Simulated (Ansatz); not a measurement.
`CC(C)BO` and `C[CH](C)[Mg][F]` differ in one atom or group.

Ansatz, PBE0-D4/def2-TZVP geometries, multiplicity 1. Each molecule was computed in one conformer, which needn't be the lowest.

| property | `CC(C)BO` |
| --- | --- |
| size of the dipole moment (PBE/def2-TZVPP) / D | 1.79 |
| size of the dipole moment (ωB97M-V/def2-TZVPP) / D | 1.82 |
| LUMO energy (B3LYP/def2-TZVPP) / eV | -0.12 |
| HOMO energy (PBE/def2-TZVPP) / eV | -6.63 |
| HOMO–LUMO gap (ωB97M-V/def2-TZVPP) / eV | 12.35 |
| zero-point energy (PBE0-D4/def2-TZVP) / kJ/mol | 318.9 |

Problem. Give the same properties after the change, and the shifts. (An estimate is asked.)

Solution. The calculation gave: 
| property | `C[CH](C)[Mg][F]` | shift |
| --- | --- | --- |
| size of the dipole moment (PBE/def2-TZVPP) / D | 2.22 | 0.43 |
| size of the dipole moment (ωB97M-V/def2-TZVPP) / D | 2.08 | 0.26 |
| LUMO energy (B3LYP/def2-TZVPP) / eV | -1.36 | -1.24 |
| HOMO energy (PBE/def2-TZVPP) / eV | -5.50 | 1.13 |
| HOMO–LUMO gap (ωB97M-V/def2-TZVPP) / eV | 8.94 | -3.41 |
| zero-point energy (PBE0-D4/def2-TZVP) / kJ/mol | 246.7 | -72.2 |

With PBE0 the HOMO rises by 1.43 eV and the LUMO falls by 1.19 eV, so the gap narrows by about 2.62 eV. PBE moves the HOMO by 1.13 eV and ωB97M-V by 1.55 eV. The zero-point energy changes by -72.2 kJ/mol with -6 modes. Dipoles are sizes alone; their direction can turn.

B3LYP here is the variant with VWN-RPA as its local correlation; programs differ in this.
